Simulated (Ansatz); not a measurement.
Ligand exchange: C2H8OSn + C2H6SSi → CH6OSn + C3H8SSi

Gas-phase species: C2H8OSn `CC[O][SnH3]`, singlet; C2H6SSi `C=CS[SiH3]`, singlet; CH6OSn `C[O][SnH3]`, singlet; C3H8SSi `C=CS[SiH2]C`, singlet. The partners trade CH3 for H: C–CH3 and Si–H bonds give way to C–H and Si–CH3.

Shapes, held fixed at every level: PBE0-D4/def2-TZVP. Flexible molecules stand in one conformer, not always the lowest. Programs: Ansatz 0.2.0. The zero-point and thermal change to 298 K, harmonic and unscaled (PBE0-D4/def2-TZVP), is +2.8 kJ/mol.

```
              level                    kind  ΔH(298 K) (kJ/mol)  less CCSD(T)/def2-TZVPP
   SPW92/def2-TZVPP                     LDA               -26.2                     +0.9
B3LYP-D4/def2-TZVPP           global hybrid               -29.9                     -2.8
 wB97M-V/def2-TZVPP  range-separated hybrid               -30.7                     -3.6
 wB97X-V/def2-TZVPP  range-separated hybrid               -28.2                     -1.1
       MP2/def2-SVP     perturbation theory               -17.2                     +9.9
   CCSD(T)/def2-SVP   coupled cluster or CI               -13.7                    +13.4
 CCSD(T)/def2-TZVPP   coupled cluster or CI               -27.1                      0.0
```

The highest level, CCSD(T)/def2-TZVPP, gives ΔH(298 K) = -27.1 kJ/mol; the levels span -30.7 to -13.7. The column of differences is taken from that level and isn't an error. No measured value is set beside it here. For atoms past krypton def2 sets carry core potentials with scalar relativity. Outer-core shells of Sn are correlated, in sets that cover them unevenly.
